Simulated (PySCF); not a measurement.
`FC[C@H]1CC2(CC2)N1`, C$_{6}$H$_{10}$FN

Geometry:
```tsv
atom	x (Å)	y (Å)	z (Å)
F1	-3.118	0.766	0.710
C2	-2.067	-0.079	0.964
C3	-1.309	-0.393	-0.320
C4	-0.416	0.757	-0.821
C5	0.751	-0.083	-0.330
C6	2.151	-0.156	-0.836
C7	1.870	0.355	0.557
N8	-0.118	-1.226	-0.127
H9	-2.490	-0.990	1.403
H10	-1.421	0.425	1.693
H11	-1.999	-0.818	-1.056
H12	-0.439	0.898	-1.899
H13	-0.563	1.712	-0.321
H14	2.600	-1.131	-0.935
H15	2.463	0.554	-1.586
H16	1.992	1.411	0.746
H17	2.142	-0.275	1.392
H18	-0.038	-1.721	0.755
```

Computed, not measured: GIAO PBE/pcSseg-1 magnetisability, rotational g tensor and spin-rotation constants, non-relativistic, gas phase (PySCF 2.14.0). Geometry: GFN2-xTB.

**Question.** How diamagnetic is it, and how anisotropic?

**Answer.** Isotropic -1270 × 10⁻³⁰ J/T², or -76.5 × 10⁻⁶ cm³/mol; principal values -1415, -1320, -1074 × 10⁻³⁰ J/T², anisotropy 306 × 10⁻³⁰ J/T² (root of half the summed squared differences of the principal values). The susceptibility is in cgs units.

**Question.** Split it along the inertial axes a, b, c into diamagnetic and paramagnetic parts about the centre of mass, with the quadrupole moment.

**Answer.** 
| axis | χ (10⁻⁶ cm³/mol) | diamagnetic (10⁻⁶ cm³/mol) | paramagnetic (10⁻⁶ cm³/mol) | summed x² of all electrons (Å²) | quadrupole Θ (D Å) |
| --- | --- | --- | --- | --- | --- |
| a | -78.5 | -347.3 | 268.7 | 224.7 | -6.89 |
| b | -82.0 | -1120.4 | 1038.4 | 42.4 | +2.06 |
| c | -68.9 | -1133.0 | 1064.2 | 39.4 | +4.83 |

Anisotropies 2χaa − χbb − χcc = -6.1 and 2χbb − χaa − χcc = -16.7 × 10⁻⁶ cm³/mol. Θ is traceless in Buckingham's convention.

**Question.** And the rotational g tensor?

**Answer.** 
```csv
axis,rotational constant (GHz),g,nuclear part,electronic part
a,5.2546,-0.0148,0.6486,-0.6634
b,1.1449,-0.0042,0.5544,-0.5585
c,1.1250,-0.0119,0.5505,-0.5625
```
Asymmetric top; isotopes 12C, 19F, 1H, 14N; no vibrational averaging.
